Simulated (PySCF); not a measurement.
CH7AlN2, SMILES [CH3][Al]([NH2])[NH2].

Geometry optimised at B3LYP-D3(BJ)/def2-SVP. The structure was generated by enumeration; whether it is a known compound was not checked. The values are those of a single conformer.

These are PBE/def2-TZVP in PySCF values and carry that method's errors.

Gas-phase values at a fixed geometry.

Question: Estimate the frontier levels, gap, dipole moment and polarisability. (The exact figures need the calculation; the answer reports its results.)

Answer: 
The highest occupied level comes out as -5.31 eV, the lowest empty level comes out as -0.46 eV and the orbital gap is 4.85 eV. The dipole moment is 0.65 D, the quadrupole, principal values (traceless, Buckingham form, about the centre of nuclear charge) comes out as -4.97, 0.61, 4.35 D·Å and the mean static polarisability is 55.4 bohr³ (8.21 Å³). The polarisability, principal values comes out as 47.8, 58.3, 60.1 bohr³.
